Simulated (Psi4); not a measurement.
C$_{3}$H$_{11}$GaN$_{2}$, singlet, at a GFN2-xTB geometry (such geometries of metal compounds can be far from the true shape); HF/6-31G** run with Psi4 1.11.

Input for Psi4:
```
memory 2 GB

molecule mol {
0 1
  Ga   -0.404077   -0.105236   -0.418087
  C    -1.014431   -2.001832   -0.774442
  H    -0.224023   -2.593613   -1.239505
  H    -1.871197   -1.976487   -1.449979
  H    -1.312832   -2.500939    0.149094
  N    -1.177551    1.313725   -1.273452
  H    -1.792788    1.175157   -2.065356
  H    -0.831629    2.264265   -1.292543
  N     0.865436    0.275863    0.871417
  C     1.551013   -0.763657    1.611927
  C     1.330256    1.603043    1.216776
  H     2.633117   -0.745170    1.422319
  H     1.397984   -0.647709    2.693427
  H     1.161996   -1.739049    1.308535
  H     1.177667    1.809512    2.284687
  H     2.400978    1.723215    1.000099
  H     0.770901    2.340681    0.638582
}

set basis 6-31g**
set reference rhf

energy('scf')
print_variables()
```

It wrote (shortened):

```
   => Loading Basis Set <=

    Name: 6-31G**
    Role: ORBITAL
    Keyword: BASIS

         ---------------------------------------------------------
                                   SCF
               by Justin Turney, Rob Parrish, Andy Simmonett
                          and Daniel G. A. Smith
                              RHF Reference
         ---------------------------------------------------------

  ==> Geometry <==

    Molecular point group: c1
    Full point group: C1

    Geometry (in Angstrom), charge = 0, multiplicity = 1:

       Center              X                  Y                   Z               Mass
    ------------   -----------------  -----------------  -----------------  -----------------
         GA          -0.360456618921    -0.106341505017    -0.374209584224    68.925573500000
         C           -0.970810618921    -2.002937505017    -0.730564584224    12.000000000000
         H           -0.180402618921    -2.594718505017    -1.195627584224     1.007825032230
         H           -1.827576618921    -1.977592505017    -1.406101584224     1.007825032230
         H           -1.269211618921    -2.502044505017     0.192971415776     1.007825032230
         N           -1.133930618921     1.312619494983    -1.229574584224    14.003074004430
         H           -1.749167618921     1.174051494983    -2.021478584224     1.007825032230
         H           -0.788008618921     2.263159494983    -1.248665584224     1.007825032230
         N            0.909056381079     0.274757494983     0.915294415776    14.003074004430
         C            1.594633381079    -0.764762505017     1.655804415776    12.000000000000
         C            1.373876381079     1.601937494983     1.260653415776    12.000000000000
         H            2.676737381079    -0.746275505017     1.466196415776     1.007825032230
         H            1.441604381079    -0.648814505017     2.737304415776     1.007825032230
         H            1.205616381079    -1.740154505017     1.352412415776     1.007825032230
         H            1.221287381079     1.808406494983     2.328564415776     1.007825032230
         H            2.444598381079     1.722109494983     1.043976415776     1.007825032230
         H            0.814521381079     2.339575494983     0.682459415776     1.007825032230

  Running in c1 symmetry.

  Rotational constants: A =      0.11272  B =      0.06336  C =      0.04153 [cm^-1]
[...]
   @DF-RHF iter   1: -2149.63672983087417   -3.07989e+00   1.73054e-02 ADIIS/DIIS
   @DF-RHF iter   2: -2148.91980675814693    7.16923e-01   2.33803e-02 ADIIS/DIIS
   @DF-RHF iter   3: -2151.41816529376683   -2.49836e+00   7.59378e-04 ADIIS/DIIS
   @DF-RHF iter   4: -2151.42870257783579   -1.05373e-02   2.04663e-04 ADIIS/DIIS
   @DF-RHF iter   5: -2151.42950612440245   -8.03547e-04   9.21562e-05 DIIS
   @DF-RHF iter   6: -2151.42965195784518   -1.45833e-04   1.94008e-05 DIIS
   @DF-RHF iter   7: -2151.42966457635612   -1.26185e-05   7.25503e-06 DIIS
   @DF-RHF iter   8: -2151.42966612275995   -1.54640e-06   2.30597e-06 DIIS
   @DF-RHF iter   9: -2151.42966636364690   -2.40887e-07   8.34390e-07 DIIS
  Energy and wave function converged.

  ==> Post-Iterations <==

    Orbital Energies [Eh]
    ---------------------

    Doubly Occupied:

[...]
      37A     -0.324124

    Virtual:

[...]
    Final Occupation by Irrep:
              A
    DOCC [    37 ]
    NA   [    37 ]
    NB   [    37 ]

  @DF-RHF Final Energy: -2151.42966636364690

   => Energetics <=

    Nuclear Repulsion Energy =            468.0897407128183545
    One-Electron Energy =               -3925.4694492972030275
    Two-Electron Energy =                1305.9500422207379415
    Total Energy =                      -2151.4296663636469020

Computation Completed

Properties will be evaluated at   0.000000,   0.000000,   0.000000 [a0]

Properties computed using the SCF density matrix

 Multipole Moments:

 ------------------------------------------------------------------------------------
     Multipole            Electronic (a.u.)      Nuclear  (a.u.)        Total (a.u.)
 ------------------------------------------------------------------------------------

 L = 1.  Multiply by 2.5417464519 to convert [e a0] to [Debye]
 Dipole X            :         -6.0472814            6.0998814            0.0526000
 Dipole Y            :          0.1667394           -0.1546181            0.0121213
 Dipole Z            :         -6.4430675            6.1357759           -0.3072916
 Magnitude           :                                                    0.3119965

 ------------------------------------------------------------------------------------

  Variable Map:
  ----------------------------------------------------------------------------
[...]
  Array Variable Map:
  ----------------------------------------------------------------------------
[...]
[...]
```
